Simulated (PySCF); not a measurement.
## Calculated data, ClGeH

All values are calculated (PySCF 2.14.0). Calculation on a computer-drawn molecule: the log of a Hartree-Fock and frozen-core CCSD(T) single point meant for a local Hartree-Fock minimum, with one planted fault or none, to be diagnosed. Offsets are logged minus clean, where the clean run is the same molecule without the fault. The reference is restricted for singlets and unrestricted otherwise, and also for a bond in bohr or an excited solution. Adding or removing an electron swaps singlet and doublet. The excited solution moves the top pair (singlet) or top alpha electron (doublet) to the lowest empty orbital. Highest occupied and lowest empty are orbital energies over both spins, largest force is the largest gradient component, triples share is (T) over the correlation energy, the T1 limit is 0.02 restricted and 0.045 unrestricted, electrons count all cores, a negative frequency is imaginary (commonest isotopes), and the dipole is about the centre of nuclear charge; on germanium a core potential holds 10 electrons, which the energies leave out, and 3d is frozen in MP2 and coupled-cluster steps.

### ClGeH

Logged structure:
```xyz
3
ClGeH
Cl    -2.3243    -1.5506    -4.2375
Ge    -0.1426    -1.9029    -4.3118
H      0.2356    -0.3722    -4.1673
```

* meant charge: 0
* meant multiplicity: 1
* meant basis: cc-pV(D+d)Z
* meant basis and core potential on germanium: cc-pVDZ-PP ECP10MDF
* logged electrons: 50
* logged basis functions: 51
* logged SCF converged: yes
* logged spin squared: 0
* logged highest occupied: -6.3259 eV
* logged lowest empty: -3.6084 eV
* logged largest force: 0.048087 hartree/bohr
* logged dipole magnitude: 2.1193 debye
* logged SCF stable within its kind: no
* logged energy HF: -753.2232 hartree
* possible faults: no fault, one electron removed, one electron added, multiplicity raised by two, geometry at a saddle point, SCF held on an excited solution, minimal basis STO-3G, one bond length entered in bohr, all coordinates scaled
* planted fault: SCF held on an excited solution
* HF energy offset from clean run: 163.6 kcal/mol

Drawn bonds:
```csv
atom,other atom,order
1,2,1
2,3,1
```

Notes: coupled-cluster numbers left out as unreliable.
